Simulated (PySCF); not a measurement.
# A survey of ¹⁵N NMR shifts

PySCF calculation with GIAO PBE0/pcSseg-1 shieldings and GFN2-xTB geometry; in vacuum, non-relativistic Hamiltonian, single conformer, one averaged value for each set of equivalent atoms.

Shieldings were converted by a linear fit to measured shifts: ¹⁵N (scatter 6.3 ppm rms vs CH3NO2, solution or neat liquid). Occasional misses reach two or three times the rms, and more in compound classes unlike the fitted ones.

**Question.** Give the ¹⁵N shifts of `CCCN([SiH2]C#N)C(C)=O`, `N#C[C@@H]1CC[C@H]1N[SiH2]F`, `CO[C@@H](C(C)=O)[Si@H](N)O[SiH3]`, `C#CCNC(=O)[SiH3]`, `CN[Si@@H]1C=CC1=O`, `[SiH3]N[SiH2]S`, `N#CC#C[SiH2][C@H]([SiH3])C#N`, `CCc1c(F)cnn1[SiH3]`.

**Answer.** 
| compound | environment | δ (ppm) |
| --- | --- | --- |
| [CH3:1][CH2:2][CH2:3][N:4]([SiH2:5][C:6]#[N:7])[C:8]([CH3:9])=[O:10] | N7: nitrile nitrogen | -70.0 |
| [CH3:1][CH2:2][CH2:3][N:4]([SiH2:5][C:6]#[N:7])[C:8]([CH3:9])=[O:10] | N4: amide-type nitrogen | -259.4 |
| [N:1]#[C:2][C@@H:3]1[CH2:4][CH2:5][C@H:6]1[NH:7][SiH2:8][F:9] | N1: nitrile nitrogen | -113.8 |
| [N:1]#[C:2][C@@H:3]1[CH2:4][CH2:5][C@H:6]1[NH:7][SiH2:8][F:9] | N7: nitrogen bonded to C, Si, H | -335.9 |
| CO[C@@H](C(C)=O)[Si@H](N)O[SiH3] | nitrogen bonded to Si, 2 H | -368.1 |
| C#CCNC(=O)[SiH3] | amide-type nitrogen | -252.3 |
| CN[Si@@H]1C=CC1=O | nitrogen bonded to C, Si, H | -362.7 |
| [SiH3]N[SiH2]S | nitrogen bonded to 2 Si, H | -381.1 |
| [N:1]#[C:2][C:3]#[C:4][SiH2:5][C@H:6]([SiH3:7])[C:8]#[N:9] | N1: nitrile nitrogen | -106.6 |
| [N:1]#[C:2][C:3]#[C:4][SiH2:5][C@H:6]([SiH3:7])[C:8]#[N:9] | N9: nitrile nitrogen | -119.9 |
| [CH3:1][CH2:2][c:3]1[c:4]([F:5])[cH:6][n:7][n:8]1[SiH3:9] | N7: pyridine-type nitrogen of an azole | -73.2 |
| [CH3:1][CH2:2][c:3]1[c:4]([F:5])[cH:6][n:7][n:8]1[SiH3:9] | N8: pyrrole-type ring nitrogen | -200.9 |
